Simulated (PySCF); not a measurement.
Two species compared at the same levels of theory.

First species: 2,4-difluoropyridine, C5H3F2N.
SMILES: `Fc1ccnc(F)c1`

Second species: C5H10F2OSi.
SMILES: `CCO[SiH2]C(C)=C(F)F`

Levels: PBE0/pcSseg-1 for dipole moment, HOMO energy, LUMO energy and HOMO–LUMO gap; GFN2-xTB for rotational constant A and rotational constant C. Geometries: GFN2-xTB. All species are isolated and taken at one optimised geometry, non-relativistic unless stated; the electronic structure was computed with PySCF and density fitting.

Dipoles, sizes and rotational constants follow the conformer. The torsions of the flexible species, by atom-mapped SMILES:
- `[CH3:1][CH2:2][O:3][SiH2:4][C:5]([CH3:6])=[C:7]([F:8])[F:9]`: C1–C2–O3–Si4 60°, C2–O3–Si4–C5 175°, O3–Si4–C5–C6 0°

| property | column X | column Y |
| --- | --- | --- |
| dipole moment | 2.65 D | 2.04 D |
| HOMO energy | -7.25 eV | -8.09 eV |
| LUMO energy | 0.42 eV | -1.16 eV |
| HOMO–LUMO gap | 7.67 eV | 6.93 eV |
| rotational constant A | 3.203 GHz | 4.003 GHz |
| rotational constant C | 0.537 GHz | 1.234 GHz |

**Question.** Which column belongs to which species?

**Answer.** Column X is the second species and column Y the first. The first has 11 atoms and 58 electrons, the second 19 and 80.

**Question.** How does each property change from the first species to the second?

**Answer.** dipole moment +0.61 D; HOMO energy +0.84 eV; LUMO energy +1.58 eV; HOMO–LUMO gap +0.74 eV; rotational constant A -0.800 GHz; rotational constant C -0.697 GHz.

On the first: The dipole matches unit charges of opposite sign 0.43 Å apart (1 e·Å = 4.8032 D). A dipole of 2.04 D is allowed in Cs, and pure rotational transitions are dipole-allowed.

On the second: A dipole of 2.65 D is allowed in C1, and pure rotational transitions are dipole-allowed. In atomic units the dipole is 1.04 e·bohr (1 au = 2.5417 D).
